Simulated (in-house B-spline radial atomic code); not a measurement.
Configurations of the selenium ion Se²⁺, with energies counted from [Ar] 3d10 4s2 (4p1/2)2. All numbers are computed (Dirac-Hartree-Fock, average of each configuration as written; Fermi nucleus of rms radius 4.14 fm) with an all-electron radial atomic-structure program (B-spline basis), not measured. Energies include first-order Breit, QED and recoil terms.

Occupations are held fixed; configurations that lie above the ionisation limit could autoionise.

```json
{"configuration": "[Ar] 3d10 4s2 (4p3/2)2", "E - E(ref) (eV)": "0.51102", "highest orbital": "4p3/2", "its <r> (bohr)": "2.015"}
{"configuration": "[Ar] 3d10 4s1 (4p1/2)1 (4p3/2)1 (5f7/2)1", "E - E(ref) (eV)": "37.076", "highest orbital": "5f7/2", "its <r> (bohr)": "10.17"}
{"configuration": "[Ar] 3d10 4s1 (4p3/2)2 (8f5/2)1", "E - E(ref) (eV)": "40.899", "highest orbital": "8f5/2", "its <r> (bohr)": "29.46"}
{"configuration": "[Ar] (3d3/2)3 (3d5/2)6 4s2 (4p1/2)1 (4p3/2)1 5s1", "E - E(ref) (eV)": "71.452", "highest orbital": "5s1/2", "its <r> (bohr)": "3.973"}
{"configuration": "[Ar] (3d3/2)3 (3d5/2)6 4s2 (4p1/2)2 (8f5/2)1", "E - E(ref) (eV)": "85.624", "highest orbital": "8f5/2", "its <r> (bohr)": "29.28"}
{"configuration": "[Ne] 3s2 (3p1/2)1 (3p3/2)4 3d10 4s2 (4p1/2)2 8s1", "E - E(ref) (eV)": "199.81", "highest orbital": "8s1/2", "its <r> (bohr)": "16.99"}
```

Question: Order these further configurations by energy, lowest first.
A. [Ar] 3d10 4s2 (4p1/2)1 (4f5/2)1
B. [Ne] 3s2 (3p1/2)1 (3p3/2)4 3d10 4s2 (4p3/2)2 (6g7/2)1
C. [Ar] 3d10 4s1 (4p3/2)2 (4f5/2)1
D. [Ne] 3s2 (3p1/2)1 (3p3/2)4 3d10 4s2 (4p1/2)2 (8p3/2)1
E. [Ar] (3d3/2)3 (3d5/2)6 4s2 (4p1/2)1 (4p3/2)1 (5f5/2)1

Answer: A (22.168 eV), C (35.06 eV), E (82.351 eV), B (200.06 eV), D (200.21 eV).

Question: How far above the reference does [Ar] (3d3/2)4 (3d5/2)5 4s2 (4p1/2)2 (7g9/2)1 lie?

Answer: 83.981 eV; its least bound orbital is 7g9/2 with <r> = 21.14 bohr.
